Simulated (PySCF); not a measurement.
# Eu2O3 at several levels of theory

Computed with PySCF 2.14.0 (density fitting, no spin-orbit coupling) at the geometry relaxed with BP86:

```xyz
5
Eu2O3 (singlet in the valence; each metal's 4f electrons, 6 of them, lie in its core potential, out of spins and levels)
Eu    0.5473    0.0347    2.0703
Eu    0.5473    0.0347   -2.0703
O     0.9929    0.0630    0.0000
O    -1.3139   -0.0834    2.3260
O    -1.3139   -0.0834   -2.3260
```

| level | basis | state | HOMO (eV) | gap (eV) | charge on Eu1 (e) | population of f-type functions on Eu1 (polarisation alone where 4f lies in the core) | dipole about the centre of mass (D) | largest force component (eV/Å) |
| --- | --- | --- | --- | --- | --- | --- | --- | --- |
| BP86 | Eu lcecp-1-SVP with ECP52, O def2-SVP | singlet | -4.34 | 1.92 | 0.69 | 0.09 | 11.51 | 0.01 |
| PBE | the same | singlet | -4.25 | 1.72 | 0.68 | 0.09 | 11.52 | 0.10 |
| wB97X | the same | singlet | -7.71 | 7.46 | 0.83 | 0.10 | 13.60 | 1.23 |
| PBE0 | the same | singlet | -5.52 | 3.61 | 0.83 | 0.10 | 12.76 | 0.91 |
| BP86 | Eu lcecp-1-TZVP with ECP52, O def2-TZVP | singlet | -4.34 | 1.94 | 1.10 | 0.08 | 12.01 | 0.06 |

In the lcecp rows the 4f levels are missing from HOMO and gap, and the state counts the valence alone.

Charges are Mulliken's, which hang on the basis. The relaxation used the grid (50, 194), these runs (75, 302) or, all-electron (x2c bases, spin-free X2C Hamiltonian), (99, 590).

What does HF with Eu lcecp-1-SVP with ECP52, O def2-SVP give here?

state singlet, HOMO (eV) -8.81, gap (eV) 8.56, charge on Eu1 (e) 1.18, population of f-type functions on Eu1 (polarisation alone where 4f lies in the core) 0.11, dipole about the centre of mass (D) 15.66, largest force component (eV/Å) 1.54. Time: 7.1 s on 2 threads of Arm Neoverse N1, on a shared host, from an already converged density.

In the first row's basis the gap widens with exact exchange: 1.7 to 1.9 eV for PBE, BP86 (none); 3.6 eV for PBE0 (a fixed share); 7.5 to 8.6 eV for wB97X, Hartree–Fock (rising or full at long range).

A frequency check found unstable modes (1, the lowest at -58 cm⁻¹), so the relaxed geometry is probably a saddle point. An lcecp potential fixes the number of 4f electrons, so in runs with it no electron can move into or out of that shell.
